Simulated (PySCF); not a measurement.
# Electronic absorption of EtP(CF3)2

Species: EtP(CF3)2, C4H5F6P.
Structure used (PBE0-D3(BJ)/def2-SVP), in Å, numbered top down from 1:
```xyz
16
C4H5F6P angstrom
C      2.088   -0.760   -0.155
C      1.043    0.329   -0.352
P     -0.260    0.315    0.964
C     -1.247   -1.196    0.385
F     -2.487   -1.157    0.867
F     -1.330   -1.338   -0.938
F     -0.648   -2.293    0.862
C     -1.383    1.639    0.212
F     -2.508    1.762    0.909
F     -1.715    1.430   -1.063
F     -0.728    2.806    0.266
H      2.888   -0.659   -0.904
H      1.655   -1.765   -0.265
H      2.553   -0.703    0.842
H      1.501    1.329   -0.283
H      0.563    0.256   -1.340
```

Method: TDDFT PBE0/def2-SVPD, vertical, gas phase, core orbitals frozen in the response in PySCF.

```json
{"state": "S1", "λ (nm)": "183.4", "E (eV)": "6.76", "f": "0.066", "main configurations (H = HOMO, L = LUMO)": "H→L (94%)"}
{"state": "S2", "λ (nm)": "177.7", "E (eV)": "6.98", "f": "0.081", "main configurations (H = HOMO, L = LUMO)": "H→L+1 (93%)"}
{"state": "S3", "λ (nm)": "155.9", "E (eV)": "7.95", "f": "0.019", "main configurations (H = HOMO, L = LUMO)": "H→L+2 (92%)"}
{"state": "S4", "λ (nm)": "149.9", "E (eV)": "8.27", "f": "0.014", "main configurations (H = HOMO, L = LUMO)": "H-1→L (85%)"}
{"state": "S5", "λ (nm)": "146.6", "E (eV)": "8.45", "f": "0.0045", "main configurations (H = HOMO, L = LUMO)": "H→L+5 (40%), H→L+3 (26%), H-2→L (11%)"}
{"state": "S6", "λ (nm)": "144.9", "E (eV)": "8.56", "f": "0.062", "main configurations (H = HOMO, L = LUMO)": "H→L+4 (39%), H→L+5 (26%), H-1→L+1 (25%)"}
{"state": "S7", "λ (nm)": "144.4", "E (eV)": "8.59", "f": "0.013", "main configurations (H = HOMO, L = LUMO)": "H→L+3 (68%), H-1→L+1 (12%)"}
{"state": "S8", "λ (nm)": "143.3", "E (eV)": "8.65", "f": "0.026", "main configurations (H = HOMO, L = LUMO)": "H→L+4 (42%), H-1→L+1 (40%)"}
{"state": "S9", "λ (nm)": "140.9", "E (eV)": "8.80", "f": "0.036", "main configurations (H = HOMO, L = LUMO)": "H-2→L+1 (61%), H-2→L (13%)"}
{"state": "S10", "λ (nm)": "140.0", "E (eV)": "8.86", "f": "0.072", "main configurations (H = HOMO, L = LUMO)": "H-2→L (45%), H-2→L+1 (18%), H→L+5 (10%)"}
```

Triplets, Tamm–Dancoff:

```json
{"state": "T1", "E (eV)": "5.30", "λ (nm)": "233.9", "main configurations (H = HOMO, L = LUMO)": "H→L (86%), H→L+1 (9%)"}
{"state": "T2", "E (eV)": "5.64", "λ (nm)": "219.9", "main configurations (H = HOMO, L = LUMO)": "H→L+1 (80%)"}
{"state": "T3", "E (eV)": "7.66", "λ (nm)": "161.9", "main configurations (H = HOMO, L = LUMO)": "H-2→L (51%), H-1→L+1 (22%), H-1→L (13%)"}
{"state": "T4", "E (eV)": "7.74", "λ (nm)": "160.1", "main configurations (H = HOMO, L = LUMO)": "H-1→L (48%), H→L+2 (33%)"}
```

The lowest singlet comes at 183 nm (652 kJ/mol) in the vacuum ultraviolet; it is of moderate strength; its leading configuration is HOMO→LUMO (94%). The strongest level in the table is S2 at 6.98 eV (178 nm, f = 0.081). Löwdin shares by element: HOMO phosphorus 59%, carbon 24% or more (atoms not listed hold the other 17%); LUMO phosphorus 42%, carbon 27% or more (atoms not listed hold the other 32%). The oscillator strengths of these states sum to 0.393; summed over the whole spectrum of an exact calculation they would give the number of electrons, 98 (Thomas–Reiche–Kuhn). Orbital energies (eV): HOMO-3 -10.69, HOMO-2 -10.18, HOMO-1 -9.92, HOMO -8.26, LUMO -0.28, LUMO+1 -0.10, LUMO+2 0.79. The listed states span 2.10 eV, and the widest gap between neighbours is 0.98 eV (S2 to S3). Only the lowest 10 singlets were computed, as vertical energies without vibronic structure.

Time: 1.9 min (with the writing of density and orbital grids); peak memory 1.1 GiB. Hardware: one thread of an Arm Neoverse V1, no GPU, on a shared host.

One conformer stands for the species.
